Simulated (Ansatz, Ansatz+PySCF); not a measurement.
```yaml
atoms:
  - { symbol: C, position_ang: [0.0000, 0.0000, -0.7185] }
  - { symbol: C, position_ang: [0.0000, 0.0000, 0.7185] }
  - { symbol: H, position_ang: [0.0000, -1.0056, -1.3395] }
  - { symbol: H, position_ang: [0.0000, 1.0056, -1.3395] }
  - { symbol: H, position_ang: [0.0000, -1.0056, 1.3395] }
  - { symbol: H, position_ang: [0.0000, 1.0056, 1.3395] }
```

Basis set: def2-SVP (spherical functions). Frozen core: 2 orbitals. Charge 0, multiplicity 1.

Computed with Ansatz (development build ahead of 0.2.0); each method stands on the lowest determinant of its kind that the runs found. Restricted open shells among the atoms or ions are ROHF, correlated in semicanonical orbitals with singles.

Give the atomization energy at this shape (free ground-state atoms in the same class of orbitals less the molecule, no zero-point energy) of singlet C2H4 by RHF-CCSD(T), UHF-CCSD(T), RHF-MP2, UHF-MP2, UHF, RHF.

| method | atomization energy |
| --- | --- |
| RHF-CCSD(T) | 526.92 kcal/mol |
| UHF-CCSD(T) | 526.09 kcal/mol |
| RHF-MP2 | 525.56 kcal/mol |
| UHF-MP2 | 513.58 kcal/mol |
| UHF | 412.02 kcal/mol |
| RHF | 414.20 kcal/mol |

Caution: the shape is not the minimum. Caution for UHF-CCSD(T), UHF-MP2, UHF: the determinant breaks the point group; the unrestricted determinant is spin contaminated. Caution for UHF-MP2: another reference gives a lower total.
